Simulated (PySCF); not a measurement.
## Radial density of Br (bromine, neutral)

UHF, [Ar] 3d10 4s2 4p5, 2P determinant. All numbers are calculated (PySCF 2.14, a scalar-relativistic core potential, in aug-cc-pVTZ-PP with one added diffuse shell each of s, d, f type with ECP10MDF (7s5p5d3f, 68 functions)). This is the valence pseudo-density: the core potential removes the inner electrons and smooths the orbitals near the nucleus.

```csv
r (bohr),4πr²ρ (e/bohr),4πr²(ρα − ρβ)
0.000576,2.264e-05,0.0000
0.000968,6.390e-05,0.0000
0.00163,0.0001795,0.0000
0.00274,0.0004976,0.0000
0.00461,0.001334,0.0000
0.00775,0.003304,0.0000
0.0130,0.007208,0.0000
0.0219,0.01414,0.0000
0.0369,0.02708,0.0000
0.0620,0.1070,0.0000
0.104,0.8488,0.0000
0.176,5.455,0.0040
0.295,21.62,0.0572
0.497,34.10,0.0725
0.835,12.02,0.0446
1.41,4.749,0.5445
2.36,2.470,0.3890
3.98,0.2772,0.0357
6.69,0.003841,0.0001
```

Energies and moments cover only the electrons outside the core potential.
